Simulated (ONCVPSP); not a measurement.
## Varying the ONCV potential for Pt (Z = 78)

Base potential:

ONCVPSP 4.0.1 input, shortened (lines: element, Z, core and valence counts, functional; n l f; lmax; l rc ep ncon nbas qcut; lloc lpopt rc5 dvloc0; l nproj debl; icmod fcfact rcfact), PBE, fully relativistic:

```
  Pt 78.00    9    5        4      upf
    1    0    2.00
    2    0    2.00
    2    1    6.00
    3    0    2.00
    3    1    6.00
    3    2   10.00
    4    0    2.00
    4    1    6.00
    4    2   10.00
    4    3   14.00
    5    0    2.00
    5    1    6.00
    5    2    9.00
    6    0    1.00
    3
    0    1.55    0.00    4    7    6.80
    1    1.55    0.00    4    7    9.40
    2    1.65    0.00    4    8    5.40
    3    0.95    0.00    4    8   17.50
    4    5    0.60    4.00
    0    2    3.50
    1    1    2.30
    2    1    0.40
    3    2    1.70
    1    0.55    0.00
```

Open shells are filled in proportion to 2j + 1.

In the f channel the program set the typed energies aside and used -2.512, 0.250 Ha (j = l + 1/2; the other j can differ).

All-electron outer shells of the reference configuration (PBE, scalar-relativistic, ld1.x):

```tsv
shell	level (eV)	outermost node (bohr)	outermost maximum (bohr)
4d	-306.83	0.20	0.42
5s	-101.82	0.49	0.87
4f	-70.08	–	0.38
5p	-56.02	0.53	0.98
5d	-6.14	0.57	1.26
6s	-5.66	1.14	2.38
```

Cutoffs, loose and tight: the cutoffs (Ha) at which the residual kinetic energy of the hardest occupied pseudo-wave falls to 1 and 0.1 mHa per electron. They do not see the model core or the augmentation charge, which bear on the density cutoff. Test errors are all-electron minus pseudo excitation energies from the reference, over the configurations 4f14 5s2 5p6 5d9 6s0; 4f14 5s2 5p6 5d8 6s0; 4f14 5s2 5p6 5d7 6s0; 4f14 5s1 5p6 5d9 6s1. A dash means not determined; rows that change the core or the reference have their own tests.

A true bound ghost makes a file unfit for plane-wave use even where its test errors are small: the radial tests pick states by their node count and pass the ghost by.

| change | outcome | cutoff, loose | cutoff, tight | bound ghosts | GHOST(+) flags above zero | largest test error (meV) |
| --- | --- | --- | --- | --- | --- | --- |
| base | generated, projector energies reset by the program | 141 Ha | 160 Ha | s, p3/2, p1/2 | d5/2, d3/2 | -214 |
| s: rc 1.34 | generated, projector energies reset by the program | 141 Ha | 160 Ha | s, p3/2, p1/2 | d5/2, d3/2 | -69 |
| all radii but the core radius scaled by about 1.30 (s 2.02, p 2.02, d 2.14, f 1.24 bohr); local potential polynomial inside 0.78 bohr (lpopt 5, dvloc0 4 Ha) | generated, projector energies reset by the program | 114 Ha | 125 Ha | s, p3/2, p1/2 | d5/2, d3/2 | -435 |
| p: qcut 8.9 | generated, projector energies reset by the program | 141 Ha | 160 Ha | s, p3/2, p1/2 | d5/2, d3/2 | -213 |
| s: qcut 8.1; p: qcut 11.2; d: qcut 6.4; f: qcut 20.9 | generated, projector energies reset by the program | 174 Ha | 189 Ha | s, p3/2, p1/2 | d5/2, d3/2 | -85 |
| core correction polynomial model core, fcfact 0.58 | generated, projector energies reset by the program | 141 Ha | 160 Ha | s, p3/2, p1/2 | d5/2, d3/2 | -214 |
